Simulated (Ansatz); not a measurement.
C2H2ClGaO2 (`C#C[O][Ga]([OH])[Cl]`), relaxed with RKS PBE0-D4/def2-TZVP in the Gaussian-basis code of Ansatz from a GFN2-xTB geometry. The force threshold is 0.005 eV/Å; the program also tests the step.

Charge 0, multiplicity 1.

Start:

```xyz
8

C     1.147   -0.461   -2.314
C     0.406   -0.235   -1.398
O    -0.416    0.018   -0.442
Ga   -0.214    0.197    1.350
O    -1.752    0.533    2.095
Cl    1.614    0.014    2.328
H     1.741   -0.660   -3.151
H    -2.526    0.594    1.531
```

| step | energy (eV) | largest force (eV/Å) | largest move (Å) |
| --- | --- | --- | --- |
| 1 | -71087.0388 | 0.586 | 0.000 |
| 2 | -71087.0672 | 0.229 | 0.049 |
| 3 | -71087.0858 | 0.276 | 0.125 |
| 4 | -71087.0906 | 0.174 | 0.085 |
| 5 | -71087.0935 | 0.044 | 0.047 |
| 6 | -71087.0938 | 0.069 | 0.016 |
| 7 | -71087.0939 | 0.006 | 0.008 |
| 8 | -71087.0939 | 0.001 | 0.002 |

End:

```xyz
8

C     1.188   -0.459   -2.225
C     0.348   -0.224   -1.401
O    -0.577    0.029   -0.541
Ga   -0.287    0.194    1.235
O    -1.720    0.541    2.193
Cl    1.641   -0.025    2.033
H     1.926   -0.667   -2.960
H    -2.520    0.609    1.665
```

Run time 47 s (4 threads of an Arm Neoverse V2 on a shared host); peak host memory 0.69 GiB.
